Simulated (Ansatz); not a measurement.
Geometry optimisation of the cluster TiS₃⁻.

```yaml
crystal:
  periodic: [false, false, false]
  atoms:
    - {symbol: Ti, position_ang: [-0.043031, -0.026773, -0.016562]}
    - {symbol: S, position_ang: [0.200338, 0.915894, -1.951395]}
    - {symbol: S, position_ang: [1.015465, -1.862779, 0.430741]}
    - {symbol: S, position_ang: [-1.172772, 0.973657, 1.537216]}
basis:
  gaussian: {orbitals: def2-SVPD}
total_charge: -1
magnetization: {spin_polarized: true, initial_magnetization: 3}
hamiltonian: {xc: pbe0, dispersion: d4}
scf: {lower_state_search: "off"}
output: {orbitals: {seedname: orbitals}}
relax: {f_tol: 0.02, max_steps: 100}
```

```sh
$ ansatz run in.yaml --threads 4 --pin off --events-out ev --progress --plain --max-ram 3916MiB
```

It prints (some lines left out):

```
Functional definition: PBE0
mean field -55594.76977261 eV, -2043.0701056549 hartree, gradient 4.5e-6 eV, S^2 3.770496; 0 other end points of the search recorded, 0 dependent functions left out
relax step   1: F+E_penalty+E_count = -55594.93482604 eV  Δ(F+E_penalty+E_count) = +0.000e0 eV  max|allowed force component| = 1.932e0 eV/Å  Δτ_max = 0.0000 Å  (159 SCF iters, accepted)
mean field -55595.09126717 eV, -2043.0819203623 hartree, gradient 3.0e-6 eV, S^2 3.768152; 0 other end points of the search recorded, 0 dependent functions left out
relax step   2: F+E_penalty+E_count = -55595.24920546 eV  Δ(F+E_penalty+E_count) = -3.144e-1 eV  max|allowed force component| = 5.956e-1 eV/Å  Δτ_max = 0.1431 Å  (53 SCF iters, accepted)
mean field -55595.17129446 eV, -2043.0848613109 hartree, gradient 2.3e-6 eV, S^2 3.766848; 0 other end points of the search recorded, 0 dependent functions left out
relax step   3: F+E_penalty+E_count = -55595.32629943 eV  Δ(F+E_penalty+E_count) = -7.709e-2 eV  max|allowed force component| = 1.783e-1 eV/Å  Δτ_max = 0.1948 Å  (51 SCF iters, accepted)
mean field -55595.17479005 eV, -2043.0849897714 hartree, gradient 2.9e-6 eV, S^2 3.767195; 0 other end points of the search recorded, 0 dependent functions left out
relax step   4: F+E_penalty+E_count = -55595.33073485 eV  Δ(F+E_penalty+E_count) = -4.435e-3 eV  max|allowed force component| = 4.412e-2 eV/Å  Δτ_max = 0.0233 Å  (45 SCF iters, accepted)
mean field -55595.17547778 eV, -2043.0850150449 hartree, gradient 2.9e-6 eV, S^2 3.767835; 0 other end points of the search recorded, 0 dependent functions left out
relax step   5: F+E_penalty+E_count = -55595.33186256 eV  Δ(F+E_penalty+E_count) = -1.128e-3 eV  max|allowed force component| = 5.492e-2 eV/Å  Δτ_max = 0.0235 Å  (46 SCF iters, accepted)
mean field -55595.17671508 eV, -2043.0850605151 hartree, gradient 4.2e-6 eV, S^2 3.768519; 0 other end points of the search recorded, 0 dependent functions left out
relax step   6: F+E_penalty+E_count = -55595.33339265 eV  Δ(F+E_penalty+E_count) = -1.530e-3 eV  max|allowed force component| = 1.177e-1 eV/Å  Δτ_max = 0.0358 Å  (46 SCF iters, accepted)
mean field -55595.17968077 eV, -2043.0851695022 hartree, gradient 5.0e-6 eV, S^2 3.769086; 0 other end points of the search recorded, 0 dependent functions left out
relax step   7: F+E_penalty+E_count = -55595.33652863 eV  Δ(F+E_penalty+E_count) = -3.136e-3 eV  max|allowed force component| = 1.922e-1 eV/Å  Δτ_max = 0.0453 Å  (47 SCF iters, accepted)
mean field -55595.18606651 eV, -2043.0854041738 hartree, gradient 2.5e-6 eV, S^2 3.769791; 0 other end points of the search recorded, 0 dependent functions left out
relax step   8: F+E_penalty+E_count = -55595.34305180 eV  Δ(F+E_penalty+E_count) = -6.523e-3 eV  max|allowed force component| = 2.870e-1 eV/Å  Δτ_max = 0.0652 Å  (52 SCF iters, accepted)
mean field -55595.19577412 eV, -2043.0857609217 hartree, gradient 5.3e-6 eV, S^2 3.770025; 0 other end points of the search recorded, 0 dependent functions left out
relax step   9: F+E_penalty+E_count = -55595.35265614 eV  Δ(F+E_penalty+E_count) = -9.604e-3 eV  max|allowed force component| = 3.354e-1 eV/Å  Δτ_max = 0.0670 Å  (45 SCF iters, accepted)
mean field -55595.20686112 eV, -2043.0861683615 hartree, gradient 3.4e-6 eV, S^2 3.769819; 0 other end points of the search recorded, 0 dependent functions left out
relax step  10: F+E_penalty+E_count = -55595.36331308 eV  Δ(F+E_penalty+E_count) = -1.066e-2 eV  max|allowed force component| = 2.886e-1 eV/Å  Δτ_max = 0.0473 Å  (45 SCF iters, accepted)
mean field -55595.21313853 eV, -2043.0863990522 hartree, gradient 2.5e-6 eV, S^2 3.768658; 0 other end points of the search recorded, 0 dependent functions left out
relax step  11: F+E_penalty+E_count = -55595.36794202 eV  Δ(F+E_penalty+E_count) = -4.629e-3 eV  max|allowed force component| = 3.113e-1 eV/Å  Δτ_max = 0.1999 Å  (55 SCF iters, accepted)
mean field -55595.22431770 eV, -2043.0868098791 hartree, gradient 3.0e-6 eV, S^2 3.770404; 0 other end points of the search recorded, 0 dependent functions left out
relax step  12: F+E_penalty+E_count = -55595.37967651 eV  Δ(F+E_penalty+E_count) = -1.173e-2 eV  max|allowed force component| = 1.293e-1 eV/Å  Δτ_max = 0.1028 Å  (50 SCF iters, accepted)
mean field -55595.22741774 eV, -2043.0869238034 hartree, gradient 2.6e-6 eV, S^2 3.769804; 0 other end points of the search recorded, 0 dependent functions left out
relax step  13: F+E_penalty+E_count = -55595.38282783 eV  Δ(F+E_penalty+E_count) = -3.151e-3 eV  max|allowed force component| = 1.336e-2 eV/Å  Δτ_max = 0.0429 Å  (46 SCF iters, accepted)
Total energy: -55595.38286012 eV, -2043.0926362054 hartree
Atom 0 at     0.018890     0.059079    -0.128639 Å, force    -0.005230     0.002501    -0.003108 eV/Å
Atom 1 at     0.243477     1.041914    -2.342164 Å, force     0.000623    -0.006203     0.013358 eV/Å
Atom 2 at     0.807584    -1.773297     0.792462 Å, force     0.002563     0.001382    -0.005052 eV/Å
Atom 3 at    -1.069951     0.672302     1.678341 Å, force     0.002044     0.002321    -0.005198 eV/Å
Dipole moment:     0.040231     0.151712    -0.338872 e Å
Checks for a lower state left out: stability, starts, cluster_reference, orbital_swaps, neighbouring_geometries, increment
```

Hardware: 4 threads of AMD EPYC 7R43 on a shared host. Wall time 50 s.

The relaxation made no stability test and no search for a lower SCF solution. At PBE0-D4/def2-SVPD a doublet of charge -1 lies 1.61 eV below the quartet, each at its own geometry. The structure comes from a short search, and lower isomers may exist.
